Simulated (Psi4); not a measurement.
Approach curve of the dimer BCl3 ··· H4OSi (SMILES ClB(Cl)Cl and O[SiH3]). Monomers: optimised at B3LYP-D3(BJ) (def2-TZVP), held rigid. Orientation: a random orientation, not optimised. Only R, the distance of the centres of mass, is varied, so the lowest point isn't the relaxed dimer.

Geometry at R = 6.10 Å (first 4 atoms: monomer A):
```
10

Cl    -0.9241    -1.4805     0.0029
B      0.0001     0.0000     0.0009
Cl    -0.8204     1.5404     0.0026
Cl     1.7444    -0.0600    -0.0064
Si    -0.7550     4.9876     2.4024
O     -1.2298     6.5681     2.4864
H     -1.1852     4.3697     3.6717
H      0.7169     4.8657     2.2555
H     -1.3899     4.2859     1.2591
H     -1.0371     7.1465     1.7450
```

Calculation: Psi4 1.11 with SAPT0/jun-cc-pVDZ, frozen core.

Components in kJ/mol:

| R / Å | electrostatics | exchange | induction | dispersion | total |
|---|---|---|---|---|---|
| 5.52 | -11.60 | 32.08 | -3.21 | -8.06 | 9.22 |
| 5.68 | -6.97 | 19.04 | -1.84 | -6.05 | 4.19 |
| 5.92 | -3.27 | 8.62 | -0.80 | -4.03 | 0.52 |
| 6.10 | -1.87 | 4.72 | -0.43 | -3.02 | -0.60 |
| 6.32 | -0.96 | 2.25 | -0.20 | -2.17 | -1.08 |
| 6.53 | -0.53 | 1.10 | -0.10 | -1.61 | -1.12 |
| 6.77 | -0.28 | 0.49 | -0.04 | -1.16 | -1.00 |
| 7.13 | -0.12 | 0.14 | -0.01 | -0.74 | -0.74 |
| 7.64 | -0.05 | 0.03 | 0.00 | -0.42 | -0.45 |
| 8.28 | -0.03 | 0.00 | 0.00 | -0.22 | -0.25 |
| 9.27 | -0.01 | 0.00 | 0.00 | -0.10 | -0.11 |
| 10.58 | -0.01 | 0.00 | 0.00 | -0.04 | -0.05 |
